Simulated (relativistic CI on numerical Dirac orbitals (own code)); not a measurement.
# Ce2+: 4d photoemission

Computed with this model: Dirac-Coulomb-Breit CI, orbitals from a KLI potential per configuration, model QED (radiative potential, 1s self-energy scaled to tabulated hydrogen-like ionisation energies), valence Slater integrals scaled by 0.8, multiplet model of photoemission in the sudden approximation; configurations [Xe] 4f2 → [Kr] 4d9 4f2 5s2 5p6; 80 K; Lorentzian 1 eV and Gaussian 0.6 eV FWHM. Energies are those of the free ion, without screening or charge transfer. The energies are binding energies and can lie tens of eV above those of solids. S is read from ⟨S²⟩ = S(S + 1).

Computed curve for free ion, scaled to 100 at the maximum (points under 2 are left out and the grid is thinned):

Energy (eV), Intensity and a bar:
```
    117.4        2.1 
    117.8        2.5 
    118.2        3.0 
    118.4        3.2 
    118.8        4.0 #
    119.2        5.1 #
    119.6        7.0 #
    119.8        8.5 ##
    120.2       13.8 ####
    120.6       23.3 ######
    121.0       30.8 #########
    121.4       29.2 ########
    121.6       27.9 ########
    122.0       32.0 #########
    122.4       47.7 ##############
    122.8       73.6 ######################
    123.0       86.8 ##########################
    123.4      100.0 ##############################
    123.8       97.8 #############################
    124.2       92.6 ############################
    124.6       78.8 ########################
    124.8       70.9 #####################
    125.2       64.9 ###################
    125.6       69.0 ####################
    126.0       64.9 ###################
    126.2       60.1 ##################
    126.6       54.9 ################
    127.0       50.2 ###############
    127.4       43.7 #############
    127.8       43.8 #############
    128.0       44.8 #############
    128.4       43.0 #############
    128.8       37.1 ###########
    129.2       30.6 #########
    129.6       23.2 ######
    129.8       18.9 #####
    130.2       11.8 ###
    130.6        7.8 ##
    131.0        5.9 #
    131.2        5.5 #
    131.6        5.0 #
    132.0        4.2 #
    132.4        3.2 
    132.8        2.5 
    133.0        2.2 
    141.8        2.2 
    142.2        3.7 
    142.6        7.0 #
    142.8        9.4 ##
    143.2       11.8 ###
    143.6        8.6 ##
    144.0        4.8 #
    144.4        2.8 
    144.6        2.2 
    148.6        3.2 
    149.0        5.8 #
    149.4        7.6 ##
    149.6        7.0 #
    150.0        4.1 #
    150.4        2.2
```

The ground state has S = 0.98, and the centroid lies at 126.20 eV.
